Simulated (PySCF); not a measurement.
Species: C6H8ClF.
Cartesian coordinates in Å at the GFN2-xTB level; atoms count from 1:
```
atom  x, y, z in Å
C1     1.7405    1.1555    0.5666
C2     1.4509   -0.0538    0.0967
F3     2.4514   -0.7271   -0.5160
C4     0.1685   -0.7470    0.1507
C5    -0.0077   -2.0508   -0.0933
Cl6    1.2006   -3.2064   -0.4676
C7    -1.0455    0.0908    0.4669
C8    -1.4251    0.9816   -0.7160
H9     1.0194    1.7630    1.0751
H10    2.7337    1.5523    0.4557
H11   -0.9951   -2.4859   -0.0461
H12   -1.8825   -0.5675    0.7012
H13   -0.8514    0.7053    1.3462
H14   -1.6282    0.3718   -1.5926
H15   -2.3170    1.5568   -0.4808
H16   -0.6201    1.6702   -0.9580
```

Computed at PBE0/pcSseg-1 (PySCF, non-relativistic), with Q(35Cl) = −0.0817 b: Cl6, 35Cl (I = 3/2): χzz = -75.35 MHz, η = 0.212.

**Question.** Find the zero-field quadrupole resonance frequencies of 35Cl at Cl6.

**Answer.** From ν = (|χ|/2)√(1 + η²/3): ν = 37.96 MHz (vinyl chlorine). For 37Cl the ratio of quadrupole moments, 0.7881, gives 29.91 MHz.

**Question.** Apply the simplest Townes–Dailey estimate (no s hybridisation, no π bonding), ionic character = 1 − χzz/χ0, where χ0 is the coupling for one missing p electron along the bond: −109.74 MHz for 35Cl.

**Answer.** Cl6 on C5: 1 − (-75.35)/(-109.74) = 0.31. In this model a purely covalent bond gives χ0 and a free halide ion gives zero; s hybridisation or π bonding, where present, is counted here as ionic character.

In a crystal, neighbours and librations shift these lines. One conformer (not necessarily the lowest) at the GFN2-xTB geometry, without solvent, vibrations or thermal averaging. GFN2-xTB bond lengths can be off by several hundredths of an ångström, more for odd bonds, and the gradients follow them. With so small a basis the couplings can be 20 % off.
